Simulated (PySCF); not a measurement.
Species: C8H11N.
SMILES with atom numbers: `[CH3:1][NH:2][c:3]1[cH:4][cH:5][cH:6][cH:7][c:8]1[CH3:9]` (hydrogens: H10, H11, H12 on C1; H13 on N2; H14 on C4; H15 on C5; H16 on C6; H17 on C7; H18, H19, H20 on C9)

Cartesian coordinates in Å at the PBE0-D3(BJ)/def2-SVP level; atoms count from 1:
```xyz
20
C8H11N angstrom
C      2.963   -0.044    0.155
N      1.738    0.688    0.025
C      0.503    0.104    0.206
C      0.356   -1.286    0.352
C     -0.907   -1.855    0.499
C     -2.046   -1.057    0.516
C     -1.902    0.324    0.378
C     -0.655    0.923    0.221
C     -0.516    2.407    0.057
H      3.094   -0.516    1.150
H      3.030   -0.843   -0.602
H      3.810    0.636   -0.014
H      1.787    1.675    0.232
H      1.236   -1.930    0.350
H     -0.993   -2.939    0.607
H     -3.037   -1.500    0.635
H     -2.789    0.965    0.387
H      0.058    2.864    0.884
H     -1.499    2.897    0.038
H      0.008    2.662   -0.880
```

Computed with TDDFT B3LYP/def2-SVPD, vertical, gas phase, core orbitals frozen in the response in PySCF.

Kohn–Sham orbitals with the atoms that hold most of them (Löwdin shares over 4%, at most four atoms; ? is withheld):

```csv
orbital,ε (eV),atoms
HOMO-3,-9.13,"C5 12%, C4 12%, C7 11%, C3 11%"
HOMO-2,-8.13,"N2 26%, C6 16%, C3 12%, C7 10%"
HOMO-1,-6.64,?
HOMO,?,?
LUMO,-0.10,"C5 19%, C8 19%, C7 17%, C4 16%"
LUMO+1,0.26,"C3 17%, C6 16%, C7 10%, C5 9%"
LUMO+2,0.29,"C1 15%, H13 12%, C9 12%, H12 8%"
```

Which atoms hold the HOMO-1, and with what shares?

C7 (bonded to 2 C and H) 21%; C4 (bonded to 2 C and H) 21%; C5 (bonded to 2 C and H) 18%; C8 (bonded to 3 C) 17%.

Which atoms hold the HOMO, and with what shares?

N2 (bonded to 2 C and H) 27%; C6 (bonded to 2 C and H) 16%; C3 (bonded to 2 C and N) 11%; C8 (bonded to 3 C) 11%. By element: carbon 38% or more, nitrogen 27%.

What is the HOMO energy, and the HOMO–LUMO gap?

ε(HOMO) = -5.44 eV; the gap is 5.33 eV (0.1960 hartree).

The HOMO–LUMO gap is 5.33 eV. Where does the response calculation put the lowest singlet, and from which orbitals?

S1 is at 4.64 eV (f = 0.051), 0.69 eV below the gap, made of HOMO→LUMO (89%), HOMO-1→LUMO+1 (8%). Without the coupling terms of the response equations the lowest excitation would equal the gap.

Next come S2 at 4.88 eV (f 0.0010), HOMO→LUMO+2 (78%), HOMO→LUMO+1 (21%); S3 at 5.36 eV (f 0.165), HOMO→LUMO+1 (64%), HOMO→LUMO+2 (17%), HOMO-1→LUMO (10%); S4 at 5.47 eV (f 0.021), HOMO→LUMO+3 (90%); S5 at 5.68 eV (f 0.0031), HOMO→LUMO+4 (96%).

Löwdin shares depend on the basis, the more so with diffuse functions.

One conformer stands for the species.
